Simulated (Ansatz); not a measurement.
The first iterations of a band of AlFH$_{6}$N$_{2}$O (11 atoms, charge 0, multiplicity 1).

All numbers below come from RKS PBE0/6-31G* in Ansatz 0.2.0.

```
movable images  : 5
climbing image  : yes
spring          : 0.5 eV/Å²
optimiser       : quadratic models (default)
start path      : through a guess of the saddle point
force threshold : 0.05 eV/Å
iteration limit : 60
end points      : relaxed
```

Initial state:

```xyz
11
Properties=species:S:1:pos:R:3
Al 0.116 0.713 -0.113
O -0.087 -0.072 1.729
H -0.966 -0.401 1.382
N 1.598 0.216 -0.969
H 1.656 -0.547 -1.628
H 2.513 0.611 -0.811
N -1.488 -0.134 -0.460
H -2.288 0.449 -0.683
H -1.512 -0.930 -1.088
F -0.026 2.298 0.409
H -0.276 0.655 2.343
```

Final state:

```xyz
11
Properties=species:S:1:pos:R:3
Al 0.118 0.714 -0.111
O -0.089 -0.059 1.735
H -0.966 -0.389 1.386
N 1.602 0.196 -0.950
H 1.631 -0.484 -1.695
H 2.526 0.559 -0.772
N -1.482 -0.136 -0.461
H -1.497 -0.953 -1.062
H -2.286 0.434 -0.702
F -0.035 2.302 0.404
H -0.283 0.676 2.339
```

| iteration | highest image above the first end (eV) | largest band force component (eV/Å) |
| --- | --- | --- |
| 1 | 10.545 | 53.833 |
| 2 | 2.309 | 9.170 |
| 3 | 1.080 | 5.890 |
| 4 | 0.685 | 2.536 |

Task: Does the band converge within its limit, and where does its top end?

Result: The forces met the threshold. It ended after 13 iterations with the highest image 0.215 eV above the first end. Another band between the same ends (5 images) ends at a top of the same energy, where a vibrational analysis finds 1 clearly imaginary mode.

The run took 2.1 min on 2 threads of Arm Neoverse V2, on a shared host, peak memory 0.19 GiB.
